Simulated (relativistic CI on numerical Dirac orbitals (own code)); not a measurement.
## Fe³⁺: 2p photoemission

Computed with this model: Dirac-Coulomb-Breit CI, KLI orbitals optimised for each configuration, a model potential for QED, multiplet model of photoemission in the sudden approximation, unscaled Slater integrals; configurations [Ar] 3d5 → [He] 2s2 2p5 3s2 3p6 3d5; 80 K; Lorentzian 0.5 eV and Gaussian 0.6 eV FWHM. Energies are those of the free ion, without screening or charge transfer. The energies are binding energies and can lie tens of eV above those of solids. S is read from ⟨S²⟩ = S(S + 1).

Field parameters in Wybourne normalisation: Oh B⁴₀ = 21Dq, B⁴₄ = √(5/14) B⁴₀. The field is a parameter set, without covalency.

free ion: ground-state S = 2.50, centroid 767.97 eV. Peaks (eV, height): 761.1 (100), 762.8 (77), 764.2 (51), 769.3 (17), 771.5 (9), 773.4 (6), 775.2 (15), 777.0 (33), 778.4 (47).

Oh, 10Dq = 18650 cm⁻¹: ground-state S = 2.50, centroid 767.97 eV. Peaks (eV, height): 761.1 (100), 762.8 (76), 764.0 (46), 769.6 (14), 770.9 (9), 776.3 (31), 778.4 (38).

Oh, 10Dq = 25900 cm⁻¹: ground-state S = 2.50, centroid 767.97 eV. Peaks (eV, height): 761.1 (100), 762.7 (75), 763.7 (39), 765.6 (21), 769.7 (11), 770.7 (11), 774.1 (7), 776.5 (32), 778.3 (33).

Oh, 10Dq = 33150 cm⁻¹: ground-state S = 0.51, centroid 769.05 eV. Peaks (eV, height): 763.3 (100), 765.3 (26), 768.2 (8), 777.4 (50), 779.4 (9).

Oh, 10Dq = 40400 cm⁻¹: ground-state S = 0.50, centroid 769.07 eV. Peaks (eV, height): 763.4 (100), 765.8 (29), 777.6 (56).

Strongest unbroadened transitions for Oh, 10Dq = 18650 cm⁻¹:

| Energy (eV) | Relative strength |
| --- | --- |
| 761.05 | 100.0 |
| 762.76 | 10.2 |
| 762.77 | 61.6 |
| 764.03 | 37.3 |
| 764.84 | 16.2 |
| 765.40 | 3.2 |
| 769.81 | 2.4 |
| 770.97 | 2.9 |
| 776.24 | 7.7 |
| 776.27 | 9.1 |
| 776.54 | 4.4 |
| 777.34 | 3.2 |
| 777.52 | 4.9 |
| 777.99 | 2.4 |
| 778.34 | 7.3 |
| 778.35 | 4.4 |
| 778.46 | 9.7 |
| 778.52 | 5.5 |
